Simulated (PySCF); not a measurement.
Molfile (atoms numbered from 1):
```
C6H13PSi
     RDKit          3D

 21 20  0  0  0  0  0  0  0  0999 V2000
   -2.2518    1.1885   -0.3751 C   0  0  0  0  0  0  0  0  0  0  0  0
   -1.1462    0.1591   -0.1489 C   0  0  0  0  0  0  0  0  0  0  0  0
   -1.2844   -0.9999   -1.1308 C   0  0  0  0  0  0  0  0  0  0  0  0
   -1.1933   -0.3469    1.2920 C   0  0  0  0  0  0  0  0  0  0  0  0
    0.2283   -1.5060    1.7329 P   0  0  0  0  0  0  0  0  0  0  0  0
    1.4780   -0.4780    1.4625 C   0  0  0  0  0  0  0  0  0  0  0  0
    2.5173    0.2313    1.1513 C   0  0  0  0  0  0  0  0  0  0  0  0
    3.2722    0.2896   -0.5830 Si  0  0  0  0  0  4  0  0  0  0  0  0
   -3.2283    0.7423   -0.1960 H   0  0  0  0  0  0  0  0  0  0  0  0
   -2.2249    1.5546   -1.3989 H   0  0  0  0  0  0  0  0  0  0  0  0
   -2.1328    2.0367    0.2957 H   0  0  0  0  0  0  0  0  0  0  0  0
   -0.1761    0.6436   -0.3152 H   0  0  0  0  0  0  0  0  0  0  0  0
   -1.2150   -0.6446   -2.1565 H   0  0  0  0  0  0  0  0  0  0  0  0
   -0.4941   -1.7317   -0.9660 H   0  0  0  0  0  0  0  0  0  0  0  0
   -2.2448   -1.4956   -1.0006 H   0  0  0  0  0  0  0  0  0  0  0  0
   -2.1200   -0.9026    1.4625 H   0  0  0  0  0  0  0  0  0  0  0  0
   -1.1734    0.4910    1.9936 H   0  0  0  0  0  0  0  0  0  0  0  0
    2.9885    0.8648    1.8952 H   0  0  0  0  0  0  0  0  0  0  0  0
    2.4855   -0.5438   -1.4893 H   0  0  0  0  0  0  0  0  0  0  0  0
    4.6562   -0.1820   -0.5011 H   0  0  0  0  0  0  0  0  0  0  0  0
    3.2503    1.6880   -1.0247 H   0  0  0  0  0  0  0  0  0  0  0  0
  1  2  1  0
  2  3  1  0
  2  4  1  0
  4  5  1  0
  5  6  2  0
  6  7  2  0
  7  8  1  0
  1  9  1  0
  1 10  1  0
  1 11  1  0
  2 12  1  0
  3 13  1  0
  3 14  1  0
  3 15  1  0
  4 16  1  0
  4 17  1  0
  7 18  1  0
  8 19  1  0
  8 20  1  0
  8 21  1  0
M  END
```

[PySCF 2.14.0 with density-fitted response routines: σ from GIAO-PBE0/pcSseg-1; GFN2-xTB geometry; relativity neglected; a single conformation; gas phase; one averaged value for each set of equivalent atoms]

Shifts are taken against calculated references (same method and geometry level): 13C against TMS.

**Question.** Do the 13C shifts follow the atomic charges (in e)? Tabulate both.

**Answer.** 
```json
{"atoms": "C6", "hybridisation": "sp", "δ (ppm)": "267.3", "σ para (ppm)": "-348", "Hirshfeld": "-0.06", "IAO": "-0.22", "Mulliken": "-0.25", "ESP-fitted": "+0.02"}
{"atoms": "C7", "hybridisation": "sp2", "δ (ppm)": "98.2", "σ para (ppm)": "-179", "Hirshfeld": "-0.15", "IAO": "-0.46", "Mulliken": "-0.45", "ESP-fitted": "-0.35"}
{"atoms": "C4", "hybridisation": "sp3", "δ (ppm)": "36.9", "σ para (ppm)": "-105", "Hirshfeld": "-0.11", "IAO": "-0.42", "Mulliken": "-0.40", "ESP-fitted": "+0.04"}
{"atoms": "C2", "hybridisation": "sp3", "δ (ppm)": "34.2", "σ para (ppm)": "-94", "Hirshfeld": "-0.02", "IAO": "-0.08", "Mulliken": "-0.40", "ESP-fitted": "+0.39"}
{"atoms": "C1/C3", "hybridisation": "sp3", "δ (ppm)": "25.8", "σ para (ppm)": "-88", "Hirshfeld": "-0.12", "IAO": "-0.42", "Mulliken": "-0.21", "ESP-fitted": "-0.54"}
```

Correlation coefficients of δ with charge over these carbons: Hirshfeld +0.18, IAO +0.21, Mulliken +0.32, ESP-fitted +0.08; with the paramagnetic shielding -1.00. With so few points, grouped by hybridisation, these coefficients are fragile. Charge is one influence among several: hybridisation and low-lying excitations act through the paramagnetic term.

Shifts are as computed. Against solution values, carbons near 30 ppm lie about +3 ppm off and those near 130 ppm about +5 ppm. Of 1211 compounds with measured shifts, 218 miss one by over three times the rms of a fit or turn the order of signals round; such compounds aren't used in these exercises.
